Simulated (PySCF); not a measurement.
## Continuum solvent and chemical shifts

Atoms are numbered as in `[BH2-:1]1[O:2][CH:3]=[CH:4][C:5]([c:6]2[cH:7][cH:8][cH:9][cH:10][cH:11]2)=[O+:12]1`; H(Xn) means a hydrogen on atom n.

GIAO PBE0/pcSseg-1 in PySCF 2.14 on one PBE0-D3(BJ)/def2-SVP conformer, non-relativistic, equivalent nuclei averaged. Solvents enter as an IEF-PCM continuum (chloroform with ε = 4.7, acetone with ε = 20.5) around the gas-phase geometry. Shifts are referred to BF3·OEt2, TMS computed in the same medium.

Gas phase, δ in ppm: B1 -0.4, C5 186.4, C3 186.2, C9 141.0, C6 135.6, C7/C11 135.1, C8/C10 134.1, C4 100.2, H(C7)/H(C11) 8.28, H(C3) 7.90, H(C9) 7.76, H(C8)/H(C10) 7.64, H(C4) 6.26, H(B1) 3.93. Dipole moment 5.58 D.

Question: How does each δ change in the continuum?

Answer: 
| atoms | environment | Δδ, chloroform | Δδ, acetone |
| --- | --- | --- | --- |
| B1 | boron bonded to 2 O, 2 H, in a 6-membered ring | -0.3 | -0.4 |
| C5 | ketone carbonyl carbon | +0.9 | +1.1 |
| C3 | alkene carbon bearing oxygen | +2.1 | +2.9 |
| C9 | aromatic CH | +2.6 | +3.4 |
| C6 | substituted aromatic carbon | 0.0 | 0.0 |
| C7/C11 | aromatic CH | +1.2 | +1.6 |
| C8/C10 | aromatic CH | +1.5 | +2.0 |
| C4 | β carbon of an enol-ether or enamine type C=C | +2.2 | +3.1 |
| H(C7)/H(C11) | hydrogen on an aromatic CH | +0.13 | +0.18 |
| H(C3) | hydrogen on an alkene carbon bearing oxygen | +0.21 | +0.28 |
| H(C9) | hydrogen on an aromatic CH | +0.24 | +0.32 |
| H(C8)/H(C10) | hydrogen on an aromatic CH | +0.20 | +0.28 |
| H(C4) | hydrogen on a β carbon of an enol-ether or enamine type C=C | +0.42 | +0.59 |
| H(B1) | hydrogen on a boron bonded to 2 O, in a 6-membered ring | -0.24 | -0.31 |

Changes are relative to the gas phase. The dipole moment becomes 6.82 D in chloroform, 7.25 D in acetone.

Question: Which of the listed nuclei move most (in ppm), and what does the model miss? (N and O are left out, as their reference compounds move with the solvent too.)

Answer: C9 (aromatic CH, +3.4 ppm) in acetone. A continuum only polarises the solute; specific hydrogen bonds, the anisotropy of aromatic solvents and changes of geometry or conformer are outside it.
